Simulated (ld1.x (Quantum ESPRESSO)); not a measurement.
Hf, ultrasoft: configuration errors across variants

| Item | Value |
| --- | --- |
| Element | hafnium |
| Generator | ld1.x (Quantum ESPRESSO) 7.5 |
| Type | ultrasoft |
| Functional | BLYP |
| Relativity | fully relativistic |
| Frozen core | [Xe] 4f14 |
| Valence charge | 4 |
| Reference configuration | 5d2 6s1.5 6p0.5 |
| Partial waves | 6s (bound): rcut 2.00, rcutus 2.70 bohr; 6s channel at 1.1 Ry: rcut 2.00, rcutus 2.70 bohr; 6p (bound): rcut 2.50, rcutus 3.30 bohr; 6p channel at 0.45 Ry: rcut 2.50, rcutus 3.30 bohr; 5d (bound): rcut 2.45, rcutus 2.95 bohr; 5d channel at 0.2 Ry: rcut 2.45, rcutus 2.95 bohr |
| Local potential | all-electron potential smoothed inside 2.05 bohr (lloc = -2) |
| Core correction | none |
| Augmentation charge | built from norm-conserving waves at rcut, not smoothed further |

Open shells are filled in proportion to 2j + 1 (rel_dist='average').

All-electron excitation energies from the reference (eV): (1) 5d2 6s2 6p0 -1.869; (2) 5d2 6s1 6p0 6.036; (3) 5d2 6s0 6p0 20.312; (4) 5d2 6s0 6p1 10.717; (5) 5d3 6s0 6p0 8.131; (6) 5d2 6s0 6p2 6.032.

The overlap operator is not positive definite (basis up to 400 Ry) in “waves 6p (bound): rcut 2.50, rcutus 4.86 bohr; 6p channel at 0.45 Ry: rcut 2.50, rcutus 4.86 bohr”. Such files are unfit for use, however small their errors in these radial tests.

Tests that are not counted but printed errors over 1 eV. “waves 6p (bound): rcut 2.46, rcutus 2.60 bohr; 6p channel at 0.45 Ry: rcut 2.46, rcutus 2.60 bohr”: 5d1 6s2 6p1 (an occupied level unbound or not found, printed error -9.2 eV); 5d2 6s0 6p1 (solver errors, printed error -5.3 eV).

1 further variants failed, have other tests or too few solved ones, and are left out.

A true bound ghost makes a file unfit for plane-wave use even where its test errors are small: the radial tests pick states by their node count and pass the ghost by. Where a test does run into it, the solver fails or the error is huge.

Errors AE − PS in meV (a dash: test not solved or not reliable):

| change | (1) | (2) | (3) | (4) | (5) | (6) | bound ghosts |
| --- | --- | --- | --- | --- | --- | --- | --- |
| base | +11 | +32 | +273 | +146 | +221 | +114 | none |
| waves 6p (bound): rcut 2.46, rcutus 2.60 bohr; 6p channel at 0.45 Ry: rcut 2.46, rcutus 2.60 bohr | -640 | +1766 | +4601 | – | +1796 | – | p3/2, p1/2 |
| waves 6p (bound): rcut 2.50, rcutus 3.26 bohr; 6p channel at 0.45 Ry: rcut 2.50, rcutus 3.26 bohr | +11 | +32 | +273 | +146 | +221 | +115 | none |
| waves 6p (bound): rcut 2.50, rcutus 3.60 bohr; 6p channel at 0.45 Ry: rcut 2.50, rcutus 3.60 bohr | +11 | +32 | +273 | +146 | +221 | +115 | none |
| waves 6p (bound): rcut 2.50, rcutus 3.88 bohr; 6p channel at 0.45 Ry: rcut 2.50, rcutus 3.88 bohr | +11 | +32 | +273 | +146 | +221 | +115 | none |
| waves 6p (bound): rcut 2.50, rcutus 4.26 bohr; 6p channel at 0.45 Ry: rcut 2.50, rcutus 4.26 bohr | +11 | +32 | +273 | +147 | +221 | +116 | none |
| waves 6p (bound): rcut 2.50, rcutus 4.50 bohr; 6p channel at 0.45 Ry: rcut 2.50, rcutus 4.50 bohr | +11 | +32 | +273 | +148 | +221 | +117 | none |
| waves 6p (bound): rcut 2.50, rcutus 4.86 bohr; 6p channel at 0.45 Ry: rcut 2.50, rcutus 4.86 bohr | +11 | +32 | +273 | +148 | +221 | +117 | not determined (overlap not positive) |

Give the same row for: waves 6p (bound): rcut 2.02, rcutus 2.14 bohr; 6p channel at 0.45 Ry: rcut 2.02, rcutus 2.14 bohr.

-640, +1766, +4601, –, +1796, –; bound ghosts: p1/2, p3/2. Not counted: 5d2 6s0 6p2 (solver errors, printed error -47.1 eV); 5d2 6s0 6p1 (solver errors, printed error -27.7 eV); 1 more.
